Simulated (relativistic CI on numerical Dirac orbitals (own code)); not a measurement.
**Pt XXXI: sensitivity of the levels to the model**

Base calculation: Dirac-Coulomb-Breit CI, KLI orbitals optimised for each configuration, QED by a radiative potential, unscaled Slater integrals.

CI space (outside the closed core [Ar] 3d10): 4s²4p⁶4d¹⁰4f², 4s²4p⁶4d⁹4f³, 4s²4p⁶4d¹⁰4f5s, 4s²4p⁶4d¹⁰4f5p, 4s²4p⁶4d¹⁰5s², 4s²4p⁵4d¹⁰4f³, 4s²4p⁶4d¹⁰5s5p, 4s²4p⁶4d¹⁰4f5d, 4s²4p⁶4d¹⁰5p², 4s4p⁶4d¹⁰4f³, 4s²4p⁶4d¹⁰5s5d, 4s²4p⁶4d⁹4f²5s, 4s²4p⁶4d¹⁰4f5f, 4s²4p⁶4d¹⁰5p5d, 4s²4p⁶4d⁹4f²5p, 4s²4p⁶4d¹⁰4f6s, 4s²4p⁶4d¹⁰5d², 4s²4p⁶4d¹⁰4f5g, 4s²4p⁶4d¹⁰4f6p, 4s²4p⁶4d¹⁰4f6d, 4s²4p⁵4d¹⁰4f²5s, 4s²4p⁶4d¹⁰4f7s, 4s²4p⁶4d¹⁰4f6g, 4s4p⁶4d¹⁰4f5s², 4s4p⁶4d¹⁰4f5p². Double excitations out of closed p, d and f shells are left out; levels of such configurations are missing from the list, as are those of other unlisted configurations, and high levels can miss mixing partners.

Variants: (1) P86 correlation estimate; (2) only the first configuration. Shifts of the energy above 4s²4p⁶4d¹⁰4f² ³H4, in cm⁻¹, for the lowest level and the first level of each name with at least 55 % of one term (blank where a level changes its place among those of its configuration and J or its character, or is not in the variant):

```tsv
Level	Base	Δ(1)	Δ(2)
4s²4p⁶4d¹⁰4f² ³H4	0	0	0
4s²4p⁶4d¹⁰4f² ³F2	23141	+1	+1382
4s²4p⁶4d¹⁰4f² ³H5	37754	0	+19
4s²4p⁶4d¹⁰4f² ³F3	53056	+1	+1057
4s²4p⁶4d¹⁰4f² ³H6	67728	0	+234
4s²4p⁶4d¹⁰4f² ³P0	89313	+3	+3493
4s²4p⁶4d¹⁰4f² ³F4	95497	0	+507
4s²4p⁶4d¹⁰4f² ³P1	108893	+3	+3637
4s²4p⁶4d¹⁰4f² ¹I6	114176	+1	+1710
4s²4p⁶4d¹⁰4f² ³P2	138804	+2	+3376
4s²4p⁶4d¹⁰4f² ¹S0	224877	+5	+1947
4s²4p⁶4d¹⁰4f5s ³F°2	1469178	+12177	
4s²4p⁶4d¹⁰4f5s ³F°3	1472861	+12177	
4s²4p⁶4d¹⁰4f5s ³F°4	1511478	+12177
```

At this charge energies of transitions that change n are usually good to better than 1 %, and those within a shell (Δn = 0) to a few per cent. Terms inside the open d or f shell come out 10 to 20 % too wide with unscaled integrals.

Ionisation energy from the two ground configurations alone: base 1073.53 eV; P86 correlation estimate 1075.58 eV. The NIST ASD value (theoretical) is 1090 eV.

LS names give the leading component of a level, which can be under half, so a name can repeat, a term be missing and a line seem to break the LS rules.
